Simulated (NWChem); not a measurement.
Species: CH₃BeClS; SMILES C[S][Be][Cl]

```xyz
7

Be     0.2714    -0.5014    -0.0009
Cl    -0.0811    -2.2856     0.0001
S      0.6588     1.3539     0.0001
C     -1.0282     2.0750    -0.0001
H     -1.5774     1.8175    -0.9154
H     -0.8989     3.1648     0.0335
H     -1.6030     1.7660     0.8829
```
Atoms are numbered in this order, from 1.

Program: NWChem. All runs use the structure optimised with PBE0/def2-SVP. Ions are spin-unrestricted doublets at the neutral geometry; other ion states weren't tried.

Estimate the computed values for PBE/def2-SVP. Quantities: vertical ionisation energy, ΔSCF (eV); −ε(HOMO) (eV).


| Quantity | Result |
|---|---|
| vertical ionisation energy, ΔSCF (eV) | 9.32 |
| −ε(HOMO) (eV) | 5.97 |
